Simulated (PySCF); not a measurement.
Species: C6H6O2.
Geometry (PBE0-D3(BJ)/def2-SVP, Å), atoms numbered from 1 in this order:
```xyz
14
C6H6O2 angstrom
C     -2.858    1.752    0.176
C     -2.424    0.634   -0.018
C     -1.942   -0.681   -0.236
C     -0.642   -0.997   -0.384
O      0.329   -0.077   -0.338
C      1.646   -0.516   -0.514
C      2.566    0.674   -0.367
O      3.758    0.590   -0.459
H     -3.236    2.743    0.347
H     -2.665   -1.499   -0.287
H     -0.329   -2.035   -0.548
H      1.935   -1.277    0.237
H      1.804   -0.961   -1.515
H      2.034    1.639   -0.167
```

Level: CAM-B3LYP/def2-SVPD in PySCF, non-relativistic, on one gas-phase PBE0-D3(BJ)/def2-SVP geometry that isn't relaxed in the solvent. The solvent is an IEF-PCM continuum (van der Waals radii × 1.2), and excitations are vertical TDDFT with non-equilibrium linear response and a frozen core. Only the electrostatic response of the medium enters.

| run | E − E(gas) (kcal/mol) | HOMO (eV) | HOMO–LUMO gap (eV) | dipole (D) | lowest singlet (eV) | static polarisability (au) |
| --- | --- | --- | --- | --- | --- | --- |
| gas | 0.00 | -7.88 | 7.60 | 2.01 | 4.27 | 83.6 |
| P | -9.41 | -7.81 | 7.72 | 2.75 | 4.41 | 109.7 |
| Q | -3.64 | -7.83 | 7.65 | 2.27 | 4.32 | 93.1 |

Q: The runs were made in cyclohexane and methanol. Which run belongs to which solvent?

A: P = methanol, Q = cyclohexane. The dielectric constants are 2.017 (cyclohexane), 32.61 (methanol), and the energy falls further as ε rises. The optical constants n² used for the excitations are 2.04, 1.77 in the same order. In this model the ground state sees the solvent through ε alone.

Q: How constant is the ratio of the lowering to (ε − 1)/(2ε + 1)?

A: 
| solvent | (ε − 1)/(2ε + 1) | E − E(gas) (kcal/mol) | ratio (kcal/mol) | polarisation term (kcal/mol) |
| --- | --- | --- | --- | --- |
| cyclohexane | 0.202 | -3.64 | -18.0 | -3.92 |
| methanol | 0.477 | -9.41 | -19.7 | -11.31 |

The ratio changes by +9.3 % in size from cyclohexane to methanol. The polarisation term is half the interaction of the solute with the induced surface charges.
